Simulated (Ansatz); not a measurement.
```xyz
11

Al    0.9801   -1.2522    0.2956
Si   -1.4860   -0.2959   -0.5578
B    -0.2518    0.6543    0.5201
P     1.5175    1.0886   -0.0817
In   -0.4342    2.4970   -1.4632
H     1.3056   -1.9113    1.6977
H     1.1400   -1.9779   -1.1064
H    -2.8163   -0.7023   -0.0494
H    -0.6648    0.9093    1.6126
H     2.0003    1.6829    1.1095
H    -1.2905   -0.6925   -1.9770
```

Charge 0, multiplicity 1. In takes the def2 core potential. The bonds changed during the relaxation, so this is another structure than the one it started from.

Task: List the ωB97M-V/def2-TZVPP orbital energies in eV (the Gaussian-basis code of Ansatz). (Estimate.)

Result: Computed: Occupied: -2104.92, -1807.02, -1531.71, -187.59, -182.49, -148.16, -131.27, -131.13, -131.08, -131.06, -116.30, -102.32, -102.25, -102.21, -87.61, -87.50, -87.46, -75.91, -75.85, -75.77, -24.01, -23.96, -23.94, -23.89, -23.87, -20.89, -18.17, -15.22, -14.22, -13.86, -12.31, -11.79, -10.93, -10.55, -9.81, -8.86, -8.14. Lowest empty: -0.78, -0.03, 0.36, 0.74, 1.56, 1.85, 2.36, 2.41.
